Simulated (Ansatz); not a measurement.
CrO3⁺. Charge 1, multiplicity 2. Geometry PBE0-D4/def2-TZVP, that of the neutral singlet; atoms count from 1.

```tsv
atom	x (Å)	y (Å)	z (Å)
Cr1	0.181	0.177	0.050
O2	-0.899	0.469	1.142
O3	0.960	-1.166	0.223
O4	-0.243	0.519	-1.415
```

The charge 1 doublet is spin-contaminated (final ⟨S²⟩ up to 0.88, 0.75 for a pure state).

Q: Estimate the Mulliken populations from the PBE0/def2-TZVP orbitals of Ansatz.

A: 
| atom | charge (e) | spin (α − β) | d electrons |
| --- | --- | --- | --- |
| Cr1 | 1.63 | -0.63 | 4.13 |
| O2 | -0.19 | 0.70 | – |
| O3 | -0.26 | 0.24 | – |
| O4 | -0.19 | 0.70 | – |
Mulliken values depend strongly on the basis.

Q: Where does the spin sit?

A: Summed by element: Cr -0.63, O 1.63, of 1 unpaired in all. Largest on single atoms: O2 0.70, O4 0.70, Cr1 -0.63.

Q: And the Mayer bond orders between heavy atoms (over 0.3)?

A: Cr1–O2 1.62 (1.56 Å); Cr1–O3 1.95 (1.56 Å); Cr1–O4 1.62 (1.56 Å).
